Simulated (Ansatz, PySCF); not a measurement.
Molecule: CH3Be, net charge 1, singlet state. It need not be the lowest isomer of its formula. 
Structure (B3LYP-D3(BJ)/def2-TZVP (Ansatz, a program for electronic structure) minimum search):
SMILES: [Be+][CH3]
```xyz
5

Be    -0.8799    -0.5103    -0.6899
C      0.3054     0.1771     0.2394
H      0.8533    -0.6116     0.7637
H     -0.1548     0.8538     0.9657
H      0.9889     0.7364    -0.4064
```
Charge +1, spin multiplicity 1.

Wanted: vertical ionisation energy (to the doublet state of charge +2; each state is the SCF solution reached for its spin; the molecule has degenerate orbitals, so one determinant may break the symmetry), in eV. Valence correlation only, unless marked. UHF or UKS for open shells. No spin-orbit coupling. Non-relativistic. CBS(X,Y): correlation extrapolated as X^-3; Hartree-Fock from the larger set.

```csv
level,program,vertical ionisation energy (eV)
HF/def2-SVPD,Ansatz,16.99
PBE/def2-TZVPD,Ansatz,18.21
wB97M-V/def2-TZVPD,Ansatz,18.26
SCS-MP2/def2-QZVPPD,Ansatz,18.14
CCSD(T)/def2-SVPD,Ansatz,18.02
CCSD(T)/def2-QZVPPD,Ansatz,18.14
"CCSD(T)/CBS(def2-TZVPPD,def2-QZVPPD)",Ansatz,18.19
```

For comparison, minus the highest occupied orbital energy (PySCF): 18.30 eV at HF/def2-TZVPD, 16.58 eV at M06-2X/def2-TZVPD, 14.71 eV at TPSSh/def2-TZVPD.
